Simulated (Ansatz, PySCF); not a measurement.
Process, species as SMILES: IB(I)[CH2] → [CH2-]B(I)I (an electron is taken up)

Quantity: adiabatic electron affinity (0 K, with zero-point energies), in eV. Positive where the reaction releases energy. Terms: no dispersion term unless named; LANL2DZ with its own core potentials from Na on; def2 sets with scalar-relativistic core potentials past Kr; 6-31G* and kin with 6d, 5d where marked; open shells spin-unrestricted; STO-3G and 3-21G all-electron and non-relativistic; spin-orbit terms left out; frozen cores in correlated levels (noble-gas shells and the d and f shells of earlier blocks). First-principles rows: single points at B3LYP-D3(BJ) geometries (Ansatz, a first-principles code), with unscaled harmonic terms from B3LYP/6-31G* (LANL2DZ past Ar) (Ansatz) at its own minima. Sets without +, aug- or the D of def2-TZVPD hold no diffuse functions, which anions need.

```tsv
level	program	adiabatic electron affinity (0 K, with zero-point energies) (eV)
HF/STO-3G	Ansatz	-1.72
SVWN5/6-31G* with LANL2DZ past Ar	Ansatz	2.58
PBE/STO-3G	Ansatz	-0.44
PBE/3-21G	Ansatz	2.38
PBE/6-31G* with LANL2DZ past Ar	Ansatz	2.37
BP86/6-31G* with LANL2DZ past Ar (5d)	PySCF	2.49
B3LYP/STO-3G	Ansatz	-0.34
B3LYP/def2-SVP	Ansatz	2.54
B3LYP/6-31G* with LANL2DZ past Ar	Ansatz	2.43
PBE/def2-TZVPD	Ansatz	2.74
B2PLYP-D3(BJ)/def2-TZVPD	Ansatz + dftd3	2.79
```

No value to compare with is used here. The 9 habitual levels span -1.72 (HF/STO-3G) to 2.58 eV (SVWN5/6-31G* with LANL2DZ past Ar); PBE/def2-TZVPD gives 2.74.

The levels are drawn from those run, B3LYP/6-31G* more often than the rest, none by its result; left out are runs that failed, that the program found above a lower state of the same kind, or whose <S^2> lies over 0.5 above the pure value.
